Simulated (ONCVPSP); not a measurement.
# How hard is this lithium ONCV potential?

lithium (Li), optimised norm-conserving Vanderbilt (ONCV), made with ONCVPSP 4.0.1 (PBEsol, fully relativistic). Core none, reference 1s2 2s0.5 2p0.5. Waves: 1s+2s: rc 0.95 bohr, ncon 4, nbas 7, qcut 13.6 1/bohr, 2 projectors; 2p: rc 4.00 bohr, ncon 4, nbas 9, qcut 2.4 1/bohr, 2 projectors, debl 3.1 Ha; d scattering state at 0.21 Ha: rc 3.05 bohr, ncon 5, nbas 10, qcut 3.8 1/bohr, 2 projectors, debl 3.4 Ha. Local part: polynomial inside 0.85 bohr (lpopt 5, dvloc0 0 Ha). Core correction: none.

Open shells are filled in proportion to 2j + 1.

For each optimised wave give the share of its norm inside rc, the residual kinetic energy above qcut (Ha) and the cutoffs (Ha) for errors of 10, 1, 0.1 and 0.01 mHa per electron.

```tsv
wave	norm inside rc	residual KE	10 mHa	1 mHa	0.1 mHa	0.01 mHa
1s	0.859	4.6e-07	44.8	59.5	71.7	81.0
2s	0.015	8.3e-08	20.0	38.9	56.0	69.4
2p j=3/2	0.387	1.3e-05	0.7	1.5	2.3	3.1
p projector 2 j=3/2	0.229	1.2e-01	9.2	20.3	23.6	32.1
2p j=1/2	0.387	1.3e-05	0.7	1.5	2.3	3.1
p projector 2 j=1/2	0.229	1.2e-01	9.2	20.3	23.6	32.1
d projector 1 j=5/2	0.150	2.9e-07	0.8	1.4	3.1	4.5
d projector 2 j=5/2	0.186	1.5e-03	5.8	9.2	42.9	50.8
d projector 1 j=3/2	0.150	2.9e-07	0.8	1.4	3.1	4.5
d projector 2 j=3/2	0.186	1.5e-03	5.8	9.2	42.9	50.8
```

The occupied waves need 59 Ha and 72 Ha for 1 and 0.1 mHa.
